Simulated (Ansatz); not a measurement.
cyclo-(GeH2)3 (Ge₃H₆). Total charge 0; singlet. Geometry PBE-D4/def2-SVP, basis def2-TZVP, Ansatz.

```xyz
9

Ge   -0.108    0.212    1.397
H     0.065    1.595    2.073
H    -0.407   -0.911    2.421
Ge   -1.150    0.101   -0.823
H    -2.081   -1.092   -1.149
H    -1.618    1.416   -1.495
Ge    1.257   -0.314   -0.574
H     1.786   -1.758   -0.755
H     2.256    0.750   -1.095
```

```
run  HOMO (eV)  LUMO (eV)
  A      -6.89      -0.42
  B      -6.38      -0.83
  C      -6.05      -1.10
  D      -9.09       1.68
  E      -8.65       1.35
  F      -6.06      -1.20
```

LC-ωPBE has ω = 0.4 bohr⁻¹.

Task: The runs used B97M-V, LC-ωPBE, r2SCAN, r2SCAN0, r2SCANh, ωB97M-V. Estimate which is which.

Result: A r2SCAN0 (25 % exact exchange); B r2SCANh (10 % exact exchange); C r2SCAN (0 % exact exchange); D LC-ωPBE (range-separated); E ωB97M-V (range-separated); F B97M-V (0 % exact exchange). Exact exchange lowers occupied and raises empty levels; among semilocal functionals meta-GGAs tend to open the gap a little, and such runs are hard to tell apart. The gap grows from 4.86 eV (B97M-V) to 10.77 eV (LC-ωPBE).
